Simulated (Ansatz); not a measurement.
C₂H₂ClF₂NSi (`FC(F)[SiH]1N=C1Cl`) at its PBE0-D4/def2-TZVP geometry, where that method's forces vanish. Total charge 0; spin multiplicity 1.

```xyz
9

F     1.1255    0.7759   -1.4472
C    -0.0715    0.1384   -1.4261
F     0.0318   -0.9888   -2.1905
Si   -0.5300   -0.3600    0.3650
N    -0.4265    0.9231    1.6120
C     0.5098    0.0756    1.7283
Cl    1.7879   -0.0069    2.8493
H    -0.8062    0.7947   -1.9091
H    -1.6208   -1.3521    0.4183
```

(1) What forces (eV/Å) does B3LYP-D4/def2-TZVPP give on these atoms in Ansatz 0.2.0? (Estimate.)

Results:

(1) The calculation gave: 
```
F1   0.380  0.215 -0.008
C2  -0.449  0.196  0.169
F3   0.027 -0.359 -0.256
Si4 -0.157 -0.165 -0.061
N5  -0.035  0.091  0.045
C6  -0.184  0.021 -0.148
Cl7  0.292 -0.024  0.249
H8   0.054 -0.042  0.023
H9   0.073  0.067 -0.013
```

B3LYP here is the variant with VWN-RPA as its local correlation; programs differ in this.
